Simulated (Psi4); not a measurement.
C3H5 (SMILES [CH-]1CC1), charge -1, singlet, at a GFN2-xTB geometry (a gas-phase anion, which may not be bound at this level). Base run: PBE0/def2-SVP in Psi4.

The Psi4 input:
```
memory 2 GB

molecule {
-1 1
  C    -0.01075075    0.96016996    0.09341244
  C     0.75577748   -0.34450835    0.02662440
  C    -0.74825136   -0.36088374    0.02184688
  H    -0.01259673    1.43179750   -0.94199642
  H     1.25539163   -0.74361368   -0.87634220
  H     1.26166067   -0.70938769    0.92963389
  H    -1.25179611   -0.73675342    0.92164993
  H    -1.23331166   -0.77070990   -0.88424753
}

set basis def2-svp

energy('pbe0')
print_variables()
```

The base run was repeated with changes; each row names its change, and settings that it needs were set with it.

```json
[
 {"change": "base", "basis functions": "67", "E (Eh)": "-116.97481"},
 {"change": "basis = cc-pVDZ-DK; relativity = none (with scf_type pk)", "basis functions": "67", "E (Eh)": "-117.06184"},
 {"change": "basis = cc-pVDZ-DK; relativity = spin-free X2C (with scf_type pk)", "basis functions": "67", "E (Eh)": "-117.10829"},
 {"change": "basis = cc-pVTZ-DK; relativity = none (with scf_type pk)", "basis functions": "160", "E (Eh)": "-117.10453"},
 {"change": "basis = cc-pVTZ-DK; relativity = spin-free X2C (with scf_type pk)", "basis functions": "160", "E (Eh)": "-117.15083"}
]
```

Total energies compare only within one method and basis.

A gas-phase anion may not be bound at this level; its values then depend on the basis.

Basis sets contracted for a relativistic Hamiltonian are a mismatch without it, so the rows without relativity aren't non-relativistic limits. No row has spin-orbit coupling; sets with core potentials leave out the core electrons.
